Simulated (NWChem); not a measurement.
System meant: C5H5N; SMILES C(=C(C#N)C)=C

Input file for NWChem:

```
start job
memory heap 200 mb stack 900 mb global 1100 mb
geometry units angstroms noautoz
  C      0.847868    -2.274154     0.000000
  C      0.271129    -1.105439     0.000000
  C     -0.322675     0.075055     0.000000
  C     -1.819881     0.262276     0.000000
  C      0.494986     1.255665     0.000000
  N      1.120155     2.232734     0.000000
  H      1.102267    -2.780828    -0.937692
  H      1.102267    -2.780828     0.937692
  H     -2.136886     0.829539    -0.888526
  H     -2.136886     0.829539     0.888526
  H     -2.328309    -0.710141     0.000000
end
basis spherical
  * library def2-svp
end
dft
  odft
  mult 2
  xc pbe0
  iterations 150
  mulliken
end
task dft energy
```

End of the output:

```
 Summary of "ao basis" -> "" (spherical)
 ------------------------------------------------------------------------------
       Tag                 Description            Shells   Functions and Types
 ---------------- ------------------------------  ------  ---------------------
 *                          def2-svp                  on all atoms

                                 NWChem DFT Module
                                 -----------------

 Summary of "ao basis" -> "ao basis" (spherical)
 ------------------------------------------------------------------------------
       Tag                 Description            Shells   Functions and Types
 ---------------- ------------------------------  ------  ---------------------
 C                          def2-svp                 6       14   3s2p1d
 N                          def2-svp                 6       14   3s2p1d
 H                          def2-svp                 3        5   2s1p

 Summary of "ao basis" -> "ao basis" (spherical)
 ------------------------------------------------------------------------------
       Tag                 Description            Shells   Functions and Types
 ---------------- ------------------------------  ------  ---------------------
 C                          def2-svp                 6       14   3s2p1d
 N                          def2-svp                 6       14   3s2p1d
 H                          def2-svp                 3        5   2s1p

      Symmetry analysis of basis
      --------------------------

        a'         74
        a"         35

  number of electrons :                   42
  multiplicity        :                    2
 ------------------------------------------------------------------------
  no. of electrons and multiplicity not compatible                  42
 ------------------------------------------------------------------------
 ------------------------------------------------------------------------
  current input line :
    26: task dft energy
 ------------------------------------------------------------------------
 ------------------------------------------------------------------------
 There is an error in the input file
 ------------------------------------------------------------------------
 For more information see the NWChem manual at https://nwchemgit.github.io

0: no. of electrons and multiplicity not compatible:Received an Error in Communication
```

**Question.** Find the fault in this run and fix the input.

**Answer.** The input was rejected before any calculation. Cause: the multiplicity doesn't fit the number of electrons (an even count wants an odd multiplicity, and the reverse). This input runs:
```
start job
memory heap 200 mb stack 900 mb global 1100 mb
geometry units angstroms noautoz
  C      0.847868    -2.274154     0.000000
  C      0.271129    -1.105439     0.000000
  C     -0.322675     0.075055     0.000000
  C     -1.819881     0.262276     0.000000
  C      0.494986     1.255665     0.000000
  N      1.120155     2.232734     0.000000
  H      1.102267    -2.780828    -0.937692
  H      1.102267    -2.780828     0.937692
  H     -2.136886     0.829539    -0.888526
  H     -2.136886     0.829539     0.888526
  H     -2.328309    -0.710141     0.000000
end
basis spherical
  * library def2-svp
end
dft
  xc pbe0
  iterations 150
  mulliken
end
task dft energy
```
It converges to -247.72958 Ha (PBE0/def2-SVP).
